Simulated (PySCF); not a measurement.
Stationary points of BrTiN

All numbers come from PBE0 in PySCF with Ti def2-TZVP, N def2-TZVP, Br def2-TZVP; no relativity; density-fitted integrals.

Relaxations began from a few typed shapes. The search is not exhaustive: other isomers or separated fragments can lie lower, and high-lying points may rest on an excited occupation.

| spin | group | bonds | angles | imaginary modes (cm⁻¹) | ΔE (kJ/mol) | ΔE with ZPE (kJ/mol) |
| --- | --- | --- | --- | --- | --- | --- |
| singlet | Cs | Ti–Br 2.431 Å, Ti–N 1.543 Å | Br–Ti–N 119.3° | none | 0.0 | 0.0 |
| singlet | C∞v | Ti–Br 2.522 Å, Ti–N 1.544 Å | Br–Ti–N 180.0° | 150i, 150i | 37.6 | – |

The lowest minimum found is the singlet Cs: Ti–Br 2.431 Å, Ti–N 1.543 Å; Br–Ti–N 119.3°.

Formally Ti is in oxidation state +4, d0. The polar-tensor charge on Ti, 1.55, is far below the formal one.
